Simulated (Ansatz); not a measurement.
Species: SnH, net charge 1, singlet state. SMILES: [SnH+]
Geometry from a B3LYP-D3(BJ)/def2-TZVP (Ansatz, a first-principles code) optimisation:
```
Sn
H 1 1.7670
```
Charge +1, spin multiplicity 1.

Give the harmonic wavenumbers at B3LYP-D3(BJ)/def2-TZVP (Ansatz, finite differences of forces, unscaled).

1806 cm⁻¹. Zero-point energy 2.6 kcal/mol.

From these and the geometry, give the ideal-gas thermochemistry at 298.15 K and 1 atm (rigid rotor, harmonic oscillator).

Point group C∞v, rotational symmetry number 1. Rotational constants 161.9, 161.9 GHz. S(trans) 40.25, S(rot) 9.23, S(vib) 0.00, S(elec, spin only) 0.00, S 49.5 cal/(mol K). H(298) - H(0) 2.07 kcal/mol; G - E(el) -10.1 kcal/mol.
